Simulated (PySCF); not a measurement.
What does the PBE0-D3(BJ)/def2-SVP structure of Ti(NMe2)4, `C[N](C)[Ti]([N](C)C)([N](C)C)[N](C)C` look like in three dimensions? (Singlet state.)

```xyz
37
C8H24N4Ti angstrom
Ti     0.0072    0.0246    0.0034
N     -0.0580   -0.1835    1.8850
C      0.3393    0.9633    2.6575
C     -0.4964   -1.2993    2.6725
H     -0.4737    1.3207    3.3227
H      0.6103    1.8038    1.9952
H      1.2178    0.7534    3.3020
H     -0.7927   -2.1361    2.0235
H      0.2971   -1.6627    3.3572
H     -1.3702   -1.0415    3.3067
N      1.8136    0.0316   -0.5847
C      2.0460   -0.1140   -1.9957
C      3.0126    0.0886    0.2008
H      2.5776    0.7579   -2.4303
H      1.0913   -0.2219   -2.5383
H      2.6540   -1.0129   -2.2290
H      2.7707    0.1452    1.2726
H      3.6476   -0.8097    0.0523
H      3.6397    0.9684   -0.0517
N     -0.8984    1.6214   -0.4937
C     -2.0741    2.0217    0.2319
C     -0.5122    2.5510   -1.5165
H     -1.9521    3.0158    0.7104
H     -2.3047    1.2967    1.0292
H     -2.9659    2.0894   -0.4249
H      0.3872    2.2037   -2.0465
H     -1.3128    2.6922   -2.2715
H     -0.2839    3.5554   -1.1026
N     -0.8694   -1.4543   -0.7957
C     -2.1613   -1.4806   -1.4200
C     -0.1826   -2.7179   -0.8239
H     -2.0999   -1.7652   -2.4913
H     -2.6365   -0.4902   -1.3664
H     -2.8414   -2.2116   -0.9360
H      0.8163   -2.6287   -0.3662
H     -0.7344   -3.5048   -0.2690
H     -0.0417   -3.0932   -1.8587
```

Any rigid rotation of these coordinates is as good. Atoms count from 1 in this order. Ti1 (titanium bonded to 4 N) is tetrahedral (angles from 108.2° to 111.6°). Of the pairs four or more bonds apart, C12···H26 is among the closest relative to their van der Waals radii: 2.85 Å, 98 % of the sum of Bondi's values. N2 (nitrogen bonded to 2 C and Ti) is planar (angles 129.9°, 115.9° and 114.2°, sum 359.9°, 0.02 Å off the plane of its three neighbours).

Bonds between heavy atoms (Å): Ti1–N2 1.894, Ti1–N11 1.900, Ti1–N20 1.902, Ti1–N29 1.896, N2–C3 1.439, N2–C4 1.434, N11–C12 1.437, N11–C13 1.435, N20–C21 1.438, N20–C22 1.435, N29–C30 1.435, N29–C31 1.439.

Computed with PySCF, PBE0-D3(BJ)/def2-SVP geometry optimisation, gas phase.

Point group: C1 (no symmetry element, even within 0.4 Å). Stationary, but not proved a minimum. Torsions: N11–Ti1–N2–C3 73°, N2–Ti1–N11–C12 167°, N2–Ti1–N20–C21 -36°, N2–Ti1–N29–C30 106°.
